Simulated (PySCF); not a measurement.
# Multinuclear NMR of C₄H₅NO₂

Molfile (atoms numbered from 1):
```
C4H5NO2
     RDKit          3D

 12 12  0  0  0  0  0  0  0  0999 V2000
   -2.0295    1.1906   -1.1024 O   0  0  0  0  0  0  0  0  0  0  0  0
   -1.0450    0.7454   -0.5783 C   0  0  0  0  0  0  0  0  0  0  0  0
   -0.6515   -0.7141   -0.4167 C   0  0  0  0  0  0  0  0  0  0  0  0
    0.6837   -0.6986    0.3216 C   0  0  0  0  0  0  0  0  0  0  0  0
    1.0062    0.7693    0.5498 C   0  0  0  0  0  0  0  0  0  0  0  0
    1.9691    1.2373    1.0938 O   0  0  0  0  0  0  0  0  0  0  0  0
   -0.0375    1.4979    0.0030 N   0  0  0  0  0  0  0  0  0  0  0  0
   -1.4564   -1.2313    0.1261 H   0  0  0  0  0  0  0  0  0  0  0  0
   -0.6038   -1.1723   -1.4157 H   0  0  0  0  0  0  0  0  0  0  0  0
    1.5121   -1.1508   -0.2434 H   0  0  0  0  0  0  0  0  0  0  0  0
    0.6596   -1.2035    1.2986 H   0  0  0  0  0  0  0  0  0  0  0  0
   -0.0621    2.5122    0.0261 H   0  0  0  0  0  0  0  0  0  0  0  0
  1  2  2  0
  2  3  1  0
  3  4  1  0
  4  5  1  0
  5  6  2  0
  5  7  1  0
  7  2  1  0
  3  8  1  0
  3  9  1  0
  4 10  1  0
  4 11  1  0
  7 12  1  0
M  END
```

- J couplings at B3LYP/pcJ-1 (spin–dipole term only in couplings to heteroatoms)
- coordinates at the PBE0-D3(BJ)/def2-SVP level
- shielding tensors at PBE0/pcSseg-1 (GIAO)
- run in PySCF
- averaged over atoms made equivalent by symmetry, fast rotation or ring inversion, a single conformation, non-relativistic, no solvent

(1) What are the ¹⁵N shifts?

(2) Where does ¹⁷O resonate?

## Answers

(1) 
| atoms | environment | σ (ppm) | δ (ppm) |
| --- | --- | --- | --- |
| N7 | amide-type nitrogen | 66.3 | -211.2 |

Shieldings were converted by a linear fit to measured shifts: ¹⁵N: δ = -150.45 − 0.916σ (rms 7.2 ppm, 79 shifts vs CH3NO2, solution or neat liquid). A few per cent of atoms miss by over 2 rms, more outside the fitted compound classes. Couplings are scaled by factors fitted to measured values: ²J(H,H) × 0.91 (rms 0.6 Hz), ³J(H,H) × 0.91 (rms 0.4 Hz, 0.5 with 2 outliers); all others are unscaled and can be 10–30 % off.

Couplings (the largest are listed; each averaged over equivalent pairs): ¹J(N7,H12) = -97.3 Hz, ¹J(C2,N7) = -14.0 Hz, ²J(C3,N7) = -9.2 Hz, ²J(O1,N7) = -1.0 Hz. Signs are for ¹⁵N, whose magnetogyric ratio is negative.

On a 400 MHz spectrometer ¹⁵N resonates near 40.5 MHz, so 1 ppm is 40.5 Hz.

(2) 
```csv
atoms,environment,σ (ppm),δ (ppm)
O1/O6,amide-type carbonyl oxygen,-132.7,382.4
```

Shieldings were converted by a linear fit to measured shifts: ¹⁷O: δ = 264.06 − 0.892σ (rms 13.4 ppm, 147 shifts, 14.2 ppm with the 1 outlier that the fit left out vs liquid water, solution or neat liquid). A few per cent of atoms miss by over 2 rms, more outside the fitted compound classes. Couplings are scaled by factors fitted to measured values: ²J(H,H) × 0.91 (rms 0.6 Hz), ³J(H,H) × 0.91 (rms 0.4 Hz, 0.5 with 2 outliers); all others are unscaled and can be 10–30 % off.

Couplings (the largest are listed; each averaged over equivalent pairs; quadrupolar broadening usually hides them): ¹J(O1,C2) = 28.6 Hz, ²J(O1,N7) = -1.0 Hz, ³J(O1,H12) = 1.2 Hz.

On a 400 MHz spectrometer ¹⁷O resonates near 54.2 MHz, so 1 ppm is 54.2 Hz.

Hydrogen bonding in solution shields acid and N–H amide carbonyl oxygens by tens of ppm.
